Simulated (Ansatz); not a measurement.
The cluster Ge2Cl2. Charge 0, multiplicity 1. Geometry PBE-D4/def2-SVP, basis def2-TZVP, Ansatz.

```xyz
4

Ge   -0.848    1.148    0.110
Ge   -0.476   -1.349    0.021
Cl    0.495    0.134   -1.699
Cl    0.828    0.068    1.568
```

```tsv
run	HOMO (eV)	LUMO (eV)
A	-5.33	-2.51
B	-6.00	-1.86
C	-6.76	-0.98
D	-5.06	-2.61
E	-8.04	0.17
```

The structure comes from a short search, and lower isomers may exist.

Task: The runs used BHLYP, PBE, PBE0, r2SCAN, ωB97X-V. Estimate which is which.

Result: A r2SCAN (0 % exact exchange); B PBE0 (25 % exact exchange); C BHLYP (50 % exact exchange); D PBE (0 % exact exchange); E ωB97X-V (range-separated). Exact exchange lowers occupied and raises empty levels; among semilocal functionals meta-GGAs tend to open the gap a little, and such runs are hard to tell apart. The gap grows from 2.45 eV (PBE) to 8.21 eV (ωB97X-V).
